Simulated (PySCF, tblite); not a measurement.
A complex of Ca2+ and 2 × acetonitrile

A gas-phase complex of Ca2+ and 2 × acetonitrile; charge +2, singlet. The structure comes from a short search (6 tight-binding starts) and was relaxed by PBE0-D3(BJ)/def2-SVPD; another way of binding may lie lower. No frequency run checks that it is a minimum.

```tsv
part	name	SMILES	atoms	charge	multiplicity
1	Ca2+	[Ca+2]	1	+2	1
2	acetonitrile	CC#N	2–7	0	1
3	acetonitrile	CC#N	8–13	0	1
```

| atom | part | x (Å) | y (Å) | z (Å) |
| --- | --- | --- | --- | --- |
| Ca1 | 1 | 0.977 | -1.318 | -0.906 |
| C2 | 2 | 5.817 | -1.830 | -0.461 |
| C3 | 2 | 4.395 | -1.678 | -0.590 |
| N4 | 2 | 3.246 | -1.554 | -0.693 |
| H5 | 2 | 6.086 | -2.892 | -0.572 |
| H6 | 2 | 6.137 | -1.472 | 0.530 |
| H7 | 2 | 6.322 | -1.242 | -1.243 |
| C8 | 3 | -2.383 | -4.608 | -2.239 |
| C9 | 3 | -1.396 | -3.642 | -1.846 |
| N10 | 3 | -0.601 | -2.860 | -1.527 |
| H11 | 3 | -2.569 | -5.304 | -1.407 |
| H12 | 3 | -2.020 | -5.171 | -3.114 |
| H13 | 3 | -3.320 | -4.091 | -2.500 |

```tsv
contact	kind (by geometry)	distance (Å)	angle (°)
Ca1···N10	ion contact	2.292	-
Ca1···N4	ion contact	2.292	-
```

Interaction energies are complex less parts, with the parts frozen as they stand in it; counterpoise-corrected, in kcal/mol (PySCF).

Problem. Give the interaction energy at each level run.

Solution. 
```csv
level,interaction,superposition error removed
wB97M-D3(BJ)/def2-SVPD,-147.98,-3.01
PBE0-D3(BJ)/def2-SVPD,-152.66,-3.08
```

Problem. What holds them together? Decompose the wB97M-D3(BJ)/def2-SVPD energy: frozen parts, their antisymmetrised product, then relaxation.

Solution. electrostatic -133.0, Pauli repulsion +62.8, orbital relaxation -79.2, dispersion correction -1.6 kcal/mol, which sum to the value before the counterpoise correction; the Pauli term holds the exchange-correlation of the frozen density too. Of the attraction, 62 % is electrostatic, 37 % is orbital relaxation, 1 % is dispersion correction.

Problem. Are the pair energies additive?

Solution. The pairs sum to -163.64 kcal/mol (1–2 -82.8, 1–3 -82.8, 2–3 2.0); the rest of +15.66 is a many-body weakening.

The parts were also relaxed and run alone, at the levels used for the complex: shieldings by PBE0/pcSseg-1; core levels by delta-SCF with SCAN, pcX-2 on the ionised atom and pcseg-1 elsewhere, spin-free X2C.

Problem. How do these values change when the complex forms?

Solution. 
| property | alone | in the complex | change |
| --- | --- | --- | --- |
| shielding of Ca1 (ppm) | 1412.6 | 1218.9 | -193.7 |
| shielding of N10 (ppm) | -39.4 | 36.6 | +76.0 |
| shielding of N4 (ppm) | -39.4 | 36.6 | +76.0 |
| N4 1s core level (eV) | 405.35 | 413.74 | +8.39 |
| C9 1s core level (eV) | 292.66 | 301.58 | +8.92 |
| N10 1s core level (eV) | 405.35 | 413.74 | +8.39 |

The core-hole states of N4, C9, N10 are spin-contaminated (⟨S²⟩ 0.81, 0.83, 0.81 against 0.75 for a pure doublet), so those values and differences from them are less sure.

Multiply charged ions in the gas phase bind far more strongly than in solution.
